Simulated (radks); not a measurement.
Values are calculated unless marked as measured or tabulated.
Question: The mean radii <r> (bohr) of the occupied orbitals of an atom or ion are listed with their occupations. Level of theory: scalar-relativistic Kohn-Sham, LDA (Slater exchange, Perdew-Wang correlation), spin-polarised, spherical densities, finite nucleus; Fermi nuclear charge, rms radius of each element as measured or else 0.836 A^(1/3) + 0.57 fm (a radial shooting solver on a logarithmic mesh with Libxc functionals).

orbital  occ.      <r>
1s down     1  0.06657
1s up       1  0.06657
2s up       1   0.3092
2s down     1   0.3088
2p up       3   0.2746
2p down     3   0.2742
3s up       1   0.9574
3s down     1   0.9588
3p up       3    1.031
3p down     3    1.034
3d up       4    1.515

Name the element and its charge. Open shells, if any, are filled with parallel spins first.

Answer: Z = 23, vanadium, charge +1: V+ in [Ar] 3d4. The 1s radius gives Z: for a bare nucleus <r> = (2 gamma + 1)/(2Z) with gamma = sqrt(1 - (Z/c)^2), 0.0646 bohr for Z = 23, and screening makes it slightly larger (0.06657 here). The occupations add up to 22, and the charge is Z minus that.
